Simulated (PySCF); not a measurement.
Species: CH8N2Si.
SMILES: `CN[SiH2]N`

Computed with PySCF at CAM-B3LYP/def2-SVPD, non-relativistic, on one gas-phase PBE0-D3(BJ)/def2-SVP geometry that isn't relaxed in the solvent. The solvent is an IEF-PCM continuum (cavity from Bondi-type radii × 1.2), and excitations are vertical TDDFT with non-equilibrium linear response and a frozen core. Only the electrostatic response of the medium enters.

Gas-phase singlets (H = HOMO, L = LUMO):

```
state  E (eV)  λ (nm)      f  leading configurations
   S1   6.166     201  0.001      H→L+1 65%, H→L 23%
   S2   6.515     190  0.037      H→L 44%, H-1→L 27%
   S3   6.725     184  0.022      H-1→L 61%, H→L 17%
   S4   7.308     170  0.045    H→L+2 68%, H→L+4 13%
   S5   7.473     166  0.009    H→L+4 41%, H→L+3 23%
```

**Question.** What are the lowest 5 singlets in methanol (ε = 32.61)?

**Answer.** 
| state | E (eV) | λ (nm) | f | leading configurations | change by rank (eV) |
| --- | --- | --- | --- | --- | --- |
| S1 | 6.230 | 199 | 0.001 | H→L+1 55%, H→L 34% | +0.064 |
| S2 | 6.574 | 189 | 0.040 | H→L 44%, H→L+1 32% | +0.059 |
| S3 | 6.817 | 182 | 0.031 | H-1→L 71%, H-1→L+1 10% | +0.092 |
| S4 | 7.347 | 169 | 0.063 | H→L+2 73%, H→L 9% | +0.039 |
| S5 | 7.507 | 165 | 0.014 | H→L+4 37%, H→L+3 27% | +0.034 |

**Question.** The ground-state energy changes by -0.154 eV from gas to methanol. By how much does the total energy of gas-phase S3 change?

**Answer.** E(S3) = E(S0) + excitation energy, so it changes by -0.154 + 0.092 = -0.062 eV: it is lowered less than the ground state, which is what a blue shift means. This is the vertical state, with the slow part of the continuum still set for S0.

**Question.** How do the frontier levels move from gas to methanol?

**Answer.** 
```tsv
orbital	gas (eV)	solvent (eV)	change (eV)
LUMO+2	2.32	2.33	+0.01
LUMO+1	1.54	1.63	+0.09
LUMO	1.30	1.41	+0.11
HOMO	-8.02	-8.00	+0.02
HOMO-1	-8.86	-8.85	+0.01
HOMO-2	-10.76	-10.82	-0.06
HOMO-3	-11.37	-11.28	+0.09
```

The HOMO–LUMO gap goes from 9.32 to 9.41 eV.

The values belong to the conformer `[CH3:1][NH:2][SiH2:3][NH2:4]`: C1–N2–Si3–N4 -153°, H–N4–Si3–N2 -149°, H–N4–Si3–N2 62°.
